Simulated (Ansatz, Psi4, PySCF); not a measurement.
ClO (SMILES [O]Cl), doublet, geometry from GFN2-xTB. Base run: BLYP/cc-pVTZ in PySCF.

Here is a job for PySCF.
```python
from pyscf import gto, scf, dft

mol = gto.Mole()
mol.atom = '''
    Cl   -0.00000000   -0.00000000   -0.49281646
    O     0.00000000    0.00000000    1.04723499
'''
mol.basis = 'cc-pvtz'
mol.spin = 1
mol.verbose = 4
mol.build()

mf = dft.UKS(mol)
mf.xc = 'blyp'
mf.kernel()
```

The same geometry, method and basis name were run in Ansatz (a program for electronic structure) and Psi4 and PySCF, at each program's defaults and at the settings that a row names. The base is PySCF at its defaults. Differences at the defaults can come from grids, fitting, cores and function types together.

| code and settings | ΔE vs base (mEh) | basis functions | E (Eh) | SCF cycles | dipole (D) |
|---|---|---|---|---|---|
| PySCF, defaults (exact integrals, its default grid, spherical functions) | 0.000 | 64 | -535.34950 | 11 | 1.45 |
| Psi4, defaults (density fitting with its default set, its default grid, spherical functions) | -0.017 | 64 | -535.34952 | 10 | 1.45 |
| Ansatz, defaults (factorised integrals, its default grid, spherical functions) | 0.000 | 64 | -535.34950 | - | - |
| PySCF, density fitting with def2-universal-jkfit | -0.033 | 64 | -535.34953 | 11 | 1.45 |
| PySCF, fine grid | 0.000 | 64 | -535.34950 | 11 | 1.45 |
| Psi4, exact integrals, spherical functions, fine grid | 0.000 | 64 | -535.34950 | 13 | 1.45 |
| Ansatz, high accuracy | 0.000 | 64 | -535.34950 | - | - |

Open shells are given as the SCF converged; they aren't shown to be the lowest states, and a large step between rows can be another state.
